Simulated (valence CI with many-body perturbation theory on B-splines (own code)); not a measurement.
## Energy levels of S10+

Level of theory: valence CI with perturbative core correlation (CI+MBPT): four valence electrons over a frozen Dirac-Fock core [He], a basis of 11 s, 11 p, 10 d, 8 f, 5 g, 2 h functions for each j, with the one-electron correlation potential Σ1 (screened to all orders), the two-electron term Σ2, the three-electron term Σ3, Breit, model QED; selected single and double excitations, second order for the rest, scaled by the run's own slope (own B-spline code, finite nucleus).

No measured spectrum was set against this ion. As an estimate, levels of excited configurations hold to 0.05 to 0.15 % of their energy, terms of the ground configuration to about 0.5 %. Among the levels kept, up to 880 cm⁻¹ of a level comes from second order outside the variational space, and about a tenth of that is noise between levels of different J, which matters for small intervals.

Levels 1 to 45 of 172, with energies above the lowest level, 2s2 2p2 3P_0. "Leading %" is the weight of the configuration and term that name the level; weights of strongly mixed levels are sums over their largest components and can fall short. Lifetimes count E1, E2, E3, M1 and M2 decay at the calculated energies, and are blank where another channel may lead or the interval is too uncertain; long ones can be off by a factor of two.

```
No.  Configuration  Term  J  E (eV)  Leading %    Second component  Lifetime      g
  1        2s2 2p2    3P  0    0.00         98                                     
  2        2s2 2p2    3P  1    0.64         98                        396 ms  1.500
  3        2s2 2p2    3P  2    1.54         97                        202 ms  1.494
  4        2s2 2p2    1D  2    8.35         97                       8.64 ms  1.005
  5        2s2 2p2    1S  0   16.52         94          5 % 2p4 1S   1.10 ms       
  6         2s 2p3   5S°  2   23.06        100                       1.40 μs  2.000
  7         2s 2p3   3D°  2   44.03         98                        326 ps  1.170
  8         2s 2p3   3D°  3   44.07        100                        350 ps  1.333
  9         2s 2p3   3D°  1   44.07         99                        313 ps  0.506
 10         2s 2p3   3P°  0   51.72        100                        128 ps       
 11         2s 2p3   3P°  1   51.73         99                        130 ps  1.493
 12         2s 2p3   3P°  2   51.78         98                        134 ps  1.495
 13         2s 2p3   1D°  2   65.79         99                       44.8 ps  1.000
 14         2s 2p3   3S°  1   66.40         98                       22.2 ps  1.986
 15         2s 2p3   1P°  1   73.53         98                       28.0 ps  1.012
 16            2p4    3P  2  100.67         97                       38.4 ps  1.495
 17            2p4    3P  1  101.76         98                       37.5 ps  1.500
 18            2p4    3P  0  102.15         98                       37.3 ps       
 19            2p4    1D  2  107.72         97                       69.8 ps  1.004
 20            2p4    1S  0  122.42         94      5 % 2s2 2p2 1S   31.9 ps       
 21      2s2 2p 3s   3P°  0  287.34         95                       4.41 ps       
 22      2s2 2p 3s   3P°  1  287.67         89   6 % 2s2 2p 3s 1P°   4.21 ps  1.467
 23      2s2 2p 3s   3P°  2  288.94         95                       4.35 ps  1.500
 24      2s2 2p 3s   1P°  1  290.73         89   6 % 2s2 2p 3s 3P°   2.72 ps  1.032
 25      2s2 2p 3p    1P  1  298.59         65   28 % 2s2 2p 3p 3D    167 ps  0.869
 26      2s2 2p 3p    3D  1  299.83         66   25 % 2s2 2p 3p 1P    141 ps  0.689
 27      2s2 2p 3p    3D  2  300.08         93                        148 ps  1.169
 28      2s2 2p 3p    3D  3  301.16         95                        153 ps  1.333
 29      2s2 2p 3p    3S  1  302.00         74   15 % 2s2 2p 3p 3P   46.8 ps  1.853
 30      2s2 2p 3p    3P  0  302.37         88    7 % 2s 2p2 3s 3P   27.8 ps       
 31      2s2 2p 3p    3P  1  303.05         72   18 % 2s2 2p 3p 3S   30.2 ps  1.587
 32      2s2 2p 3p    3P  2  303.44         86    7 % 2s 2p2 3s 3P   28.3 ps  1.488
 33      2s2 2p 3p    1D  2  306.93         94                       96.6 ps  1.008
 34      2s2 2p 3p    1S  0  311.17         95                       37.6 ps       
 35      2s 2p2 3s    5P  1  311.74         99                       5.70 ps  2.500
 36      2s 2p2 3s    5P  2  312.30         99                       5.64 ps  1.833
 37      2s2 2p 3d   3F°  2  312.83         70  25 % 2s2 2p 3d 1D°   4.38 ps  0.756
 38      2s 2p2 3s    5P  3  313.05         99                       5.56 ps  1.666
 39      2s2 2p 3d   3F°  3  313.60         93                       12.0 ps  1.089
 40      2s2 2p 3d   1D°  2  313.92         66  23 % 2s2 2p 3d 3F°   1.45 ps  0.941
 41      2s2 2p 3d   3F°  4  314.49         96                       1.46 ns  1.250
 42      2s2 2p 3d   3D°  1  315.94         84  10 % 2s2 2p 3d 3P°    463 fs  0.613
 43      2s2 2p 3d   3D°  2  316.18         66  23 % 2s2 2p 3d 3P°    524 fs  1.230
 44      2s2 2p 3d   3D°  3  316.78         92                        455 fs  1.323
 45      2s2 2p 3d   3P°  2  317.41         69  26 % 2s2 2p 3d 3D°    657 fs  1.405
```

Names give the largest LS component (configuration and term), which can be under half, so a name can repeat, a term be missing and a line seem to break the LS rules; names also repeat where a configuration has a term twice.

The ionisation energy to 2s2 2p 2P°_1/2 of the next ion comes out as 504.78 eV (NIST: 504.55 ± 0.12 eV (semi-empirical)). All 172 levels together are meant to be complete up to 385.88 eV.
